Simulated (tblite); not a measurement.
Species: C6H4O.
SMILES with atom numbers: `[CH:1]#[C:2][CH:3]=[C:4]=[CH:5][CH:6]=[O:7]` (hydrogens: H8 on C1; H9 on C3; H10 on C5; H11 on C6)

Computed with GFN2-xTB (tblite), gas phase: L-BFGS steps from a force-field or distance-geometry start until the largest atomic force falls under 0.01 eV/Å.

Step 55: E = -511.1151 eV
```
atom  x, y, z in Å  |  force x, y, z in eV/Å
C1      2.9325    0.4583   -0.6431   -0.008   0.014   0.006
C2      2.0552    0.1362    0.1092    0.037   0.041  -0.083
C3      1.0122   -0.2660    0.9696    0.021   0.037   0.060
C4     -0.2235    0.0958    0.7810   -0.043  -0.056  -0.048
C5     -1.4612    0.3926    0.4941    0.009   0.007   0.005
C6     -2.2650   -0.4453   -0.4032   -0.002   0.033   0.002
O7     -3.3784   -0.1756   -0.7714    0.046  -0.038   0.041
H8      3.6996    0.7482   -1.2948    0.058   0.004  -0.017
H9      1.3058   -0.8656    1.8204   -0.036  -0.070   0.059
H10    -1.9293    1.2869    0.8877   -0.030  -0.047  -0.060
H11    -1.7425   -1.3629   -0.7446   -0.054   0.075   0.035
```

Step 56: E = -511.1167 eV
```
atom  x, y, z in Å  |  force x, y, z in eV/Å
C1      2.9424    0.4623   -0.6401   -0.012   0.018   0.008
C2      2.0615    0.1404    0.1079    0.023   0.018  -0.054
C3      1.0168   -0.2636    0.9665    0.031   0.034   0.028
C4     -0.2204    0.0869    0.7670   -0.061  -0.027   0.010
C5     -1.4608    0.3842    0.4939    0.020  -0.001  -0.042
C6     -2.2738   -0.4470   -0.4003   -0.003   0.033   0.025
O7     -3.3816   -0.1597   -0.7712    0.007  -0.046   0.017
H8      3.7108    0.7554   -1.2884    0.064   0.005  -0.024
H9      1.3063   -0.8614    1.8204   -0.028  -0.059   0.046
H10    -1.9281    1.2809    0.8817   -0.003  -0.028  -0.029
H11    -1.7678   -1.3757   -0.7326   -0.038   0.053   0.014
```

Problem. Estimate the geometry and energy of step 57. (The exact step hangs on the optimiser's Hessian estimate; all steps are aligned on step 56, rigid shifts and turns removed.)

Solution. E = -511.1174 eV, largest force 0.062 eV/Å
```
atom  x, y, z in Å  |  force x, y, z in eV/Å
C1      2.9470    0.4653   -0.6386   -0.007   0.021   0.005
C2      2.0634    0.1422    0.1059    0.021   0.000  -0.027
C3      1.0187   -0.2638    0.9650    0.039   0.024   0.014
C4     -0.2189    0.0833    0.7612   -0.046  -0.022   0.035
C5     -1.4595    0.3821    0.4919    0.006  -0.008  -0.060
C6     -2.2781   -0.4476   -0.3977    0.028   0.013   0.027
O7     -3.3832   -0.1539   -0.7701   -0.035  -0.036   0.004
H8      3.7174    0.7614   -1.2843    0.043  -0.003  -0.010
H9      1.3050   -0.8639    1.8197   -0.023  -0.029   0.012
H10    -1.9262    1.2801    0.8755    0.004  -0.007  -0.007
H11    -1.7803   -1.3825   -0.7239   -0.031   0.046   0.008
```

The energy changes by -0.0007 eV. The first-order estimate −F·Δx gives -0.0010 eV and the mean of the old and new forces, exact on a quadratic surface, -0.0007 eV. The step makes an angle of 77° with the force vector and moves no atom by more than 0.017 Å.

What follows is the cost of the whole relaxation. Hardware: one thread, Arm Neoverse N1 (aarch64), no GPU, on a shared host. Cost: 0.61 s.
